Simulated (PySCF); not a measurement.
C3H9GaO.
Cartesian coordinates in Å at the PBE0-D3(BJ)/def2-SVP level; atoms count from 1:
```xyz
14
C3H9GaO angstrom
C     -1.7278    0.8523   -0.2227
C     -1.0233   -0.4391    0.1578
C      0.1783   -0.7539   -0.7204
O      1.1244    0.2781   -0.6953
Ga     2.6587    0.2557    0.2167
H     -2.1370    0.7948   -1.2444
H     -1.0256    1.6982   -0.1961
H     -2.5621    1.0742    0.4599
H     -0.6825   -0.3873    1.2081
H     -1.7239   -1.2906    0.1036
H      0.6159   -1.7223   -0.4024
H     -0.1599   -0.8868   -1.7662
H      2.9864   -1.0750    0.9764
H      3.4666    1.5826    0.1109
```

The closed-shell ground state was solved at several levels (PySCF, density fitting, gas phase). Relativistic effects, spin–orbit coupling among them, are left out although an element past zinc is present.

```
              level  basis functions  HOMO (eV)  LUMO (eV)  gap (eV)  dipole (D)
  LC-wPBE/def2-SVPD              193     -10.57       0.81     11.38        1.18
BHandHLYP/def2-SVPD              193      -9.19      -0.56      8.63        1.22
      LDA/def2-SVPD              193      -6.60      -2.29      4.31        1.01
CAM-B3LYP/def2-SVPD              193      -9.26      -0.39      8.87        1.16
   PBE0/aug-cc-pVDZ              209      -7.76      -1.31      6.45        1.05
      PBE0/def2-SVP              133      -7.72      -1.16      6.56        1.05
  wB97X-D/def2-SVPD              193      -9.72       0.40     10.12        1.13
```

Task: What might B3LYP/def2-SVPD (193 basis functions) give for the same quantities?

Result: HOMO -7.61 eV, LUMO -1.54 eV, gap 6.07 eV, dipole 1.08 D.

Task: Over all these levels, which gives the widest orbital gap and which the narrowest?

Result: LC-wPBE/def2-SVPD (range-separated hybrid) has the widest, 11.38 eV, and LDA/def2-SVPD (LDA) the narrowest, 4.31 eV. The two share the basis. From the narrowest to the widest the HOMO moves by -3.97 eV and the LUMO by +3.10 eV.

Task: In the def2-SVPD basis, how does the gap go with the fixed share of exact exchange?

Result: LDA (0 %) 4.31 eV; B3LYP (20 %) 6.07 eV; BHandHLYP (50 %) 8.63 eV. Each rise in the share widens the gap here.

Task: How far do the dipole and the HOMO energy spread over the levels?

Result: The dipole runs from 1.01 to 1.22 D (mean 1.11 D) and the HOMO from -10.57 to -6.60 eV.

One conformer stands for the species.
